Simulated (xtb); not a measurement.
B(OH)2(NH2) (BH4NO2), SMILES NB(O)O. All values are semi-empirical tight-binding results from xtb (GFN2-xTB unless named), good for trends rather than for accurate numbers. Coordinates come from a GFN2-xTB optimisation. Other conformers were not sampled.

Optimised geometry:

Bonded distances (Å): B1–O2 1.372, B1–O4 1.372, B1–N6 1.400, O2–H3 0.956, O4–H5 0.956, N6–H7 1.001, N6–H8 1.001. Bond angles (°): O2–B1–O4 124.0, O2–B1–N6 118.0, O4–B1–N6 118.0, B1–O2–H3 115.5, B1–O4–H5 115.5, B1–N6–H7 122.5, B1–N6–H8 122.5, H7–N6–H8 115.1.
Charge 0, spin multiplicity 1.

```
Item                                             Value
--------------------------------------  --------------
point group as xtb finds it                        C2v
orbital gap                                    7.71 eV
dipole moment                                   1.38 D
zero-point energy                        35.9 kcal/mol
G − E(el) at 298.15 K (modified RRHO)    19.5 kcal/mol
static polarisability (D4 model)            35.2 bohr³
solvation energy, GFN2-xTB/ALPB(water)  -10.4 kcal/mol
solvation energy, GFN2-xTB/ALPB(thf)    -10.6 kcal/mol
```

Give the IR lines (harmonic; lines under 4 % of the strongest left out, lines within 3 cm⁻¹ merged). (An estimate is asked for; the answer gives what the named calculation found.)

ν (cm⁻¹): 317 (w), 480 (s), 552 (s), 938 (m), 980 (w), 1243 (vs), 1386 (m), 1514 (m) (against the strongest line: vs over 80 %, s over 45 %, m over 15 %, w over 4 %, vw less)

Computed atomic charges and the Wiberg bond orders between heavy atoms:
charges (e) B1 0.47, O2 -0.51, H3 0.29, O4 -0.51, H5 0.29, N6 -0.37, H7 0.17, H8 0.17. Bond orders B1–O2 1.08, B1–O4 1.08, B1–N6 1.23.
